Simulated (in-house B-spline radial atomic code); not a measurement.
Values are calculated unless marked as measured or tabulated.
**Stopping and range of 30 keV Cl in Ge**

The pair potential comes from two frozen, spherical free-atom densities (PBE, B-spline radial code, scalar-relativistic past argon): electrostatics plus the change in Thomas-Fermi kinetic and Dirac exchange energy where they overlap, the recipe behind the universal ZBL potential, which averages such potentials (from solid-state densities) over many pairs. It is written V = (Z1 Z2 e²/r) φ(r/a), with e² = 14.3996 eV·Å and a = 0.46850 Å/(Z1^0.23 + Z2^0.23); ZBL's fit is φ = 0.18175 e^(−3.1998x) + 0.50986 e^(−0.94229x) + 0.28022 e^(−0.4029x) + 0.02817 e^(−0.20162x). Where φ falls below 4e-4 it is continued as an exponential.

The target is taken as amorphous, with density 5.3234 g/cm³ (NSM archive of the Ioffe Institute); channelling is ignored. Masses: Cl 35.45, Ge 72.63 u. Nuclear stopping is S_n = 4π a Z1 Z2 e² M1/(M1 + M2) × s_n(ε), with s_n integrated over impact parameters for each pair. Electronic stopping is Lindhard and Scharff's S_e = Z1^(1/6) 8π e² a0 Z1 Z2/(Z1^(2/3) + Z2^(2/3))^(3/2) × v/v0, with a0 = 0.529177 Å and v = v0 at 24.801 keV/u; it misses the oscillations with Z1 seen in experiment, which reach tens of per cent. Compounds add by atom fraction.

```tsv
target atom	a (Å)	ε at this energy	s_n, this pair	s_n, ZBL potential
Ge	0.11322	0.2914	0.3678	0.3505
```

Q: What are the atom density and the stopping powers at entry?

A: N = 5.3234 × 0.602214/72.63 = 0.04414 atoms/Å³. For Ge: S_n = 3656 × 0.3678 = 1345 eV·Å², S_e = 2.6128 × √30000 = 452.5 eV·Å². Averaged over the target's atoms and times N × 10 Å/nm, the ion loses N S_n = 593 eV/nm to recoils and N S_e = 200 eV/nm to electrons; the nuclear share is 75 %.

Along the track:

```tsv
E (keV)	N S_n (eV/nm)	N S_e (eV/nm)
1.5	312	44.7
4.5	445	77.4
9	522	109
15	566	141
22.5	587	173
30	593	200
```

Q: Estimate the path length and the projected range.

A: With continuous slowing down the path is the integral of dE/(N (S_n + S_e)). Trapezoids over the table give 43.8 nm, and the stretch below the first row, with stopping taken as √E, adds 2E/(N S) = 8.4 nm: 52.3 nm in all, against 50.6 nm on a fine grid from 5 eV. Deflections shorten the depth: to first order in the energy passed on, N (S_n + S_e) dR_p/dE = 1 − N S_n (M2/M1) R_p/(2E), summed over the target's atoms, and integrating this on the fine grid gives R_p = 23.4 nm, 0.46 of the path. Lindhard's rule of thumb R/(1 + M2/3M1), with mean M2/M1 = 2.05, gives 30.1 nm; it is meant for M2/M1 below about 2. On the ZBL potential the same equation gives 24.3 nm, and the full integral equation, which keeps hard collisions, 26.2 nm.
